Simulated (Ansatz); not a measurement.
Calculated with Ansatz (gas phase, PBE0-D4/def2-TZVP geometries, no zero-point term in ΔE). CBS: MP2 limit from def2 TZ/QZ plus the TZ coupled-cluster correction, frozen cores. This one scheme is used for every species. DFT in def2-TZVPP. Each species was taken in one conformer, which may not be the lowest.

Consider the formal hydrolysis of a C–Si bond: `OCCC[SiH3]` + H₂O → `OCCCO` + SiH₄.

```json
{"level": "PBE-D4", "ΔE (eV)": "0.76"}
{"level": "r2SCAN-D4", "ΔE (eV)": "0.76"}
{"level": "PBE0-D4", "ΔE (eV)": "0.79"}
{"level": "ωB97M-V", "ΔE (eV)": "0.77"}
{"level": "r2SCAN", "ΔE (eV)": "0.74"}
{"level": "MP2/def2-TZVPP", "ΔE (eV)": "0.87"}
{"level": "CCSD/def2-TZVPP", "ΔE (eV)": "0.75"}
{"level": "HF/def2-QZVPP", "ΔE (eV)": "0.56"}
```

(1) What does CCSD(T)/CBS give? (Best estimate.)

Largest T1 diagnostic among the species: 0.011.

## Answers

(1) The calculation gave: +0.84 eV. The listed levels differ from it by -0.08, -0.08, -0.05, -0.07, -0.10, 0.03, -0.09, -0.28 eV.

The D4 term adds +0.10 eV with B3LYP and +0.06 eV with PBE0; it sums over pairs of atoms, weighted by their polarisabilities, and B3LYP, whose exchange is more repulsive, gets the larger term. In def2-TZVPP, CCSD(T) changes the Hartree–Fock value by +0.21 eV (the triples alone add +0.02 eV) and MP2 by +0.31 eV.

B3LYP here is the variant with VWN-RPA as its local correlation; programs differ in this.
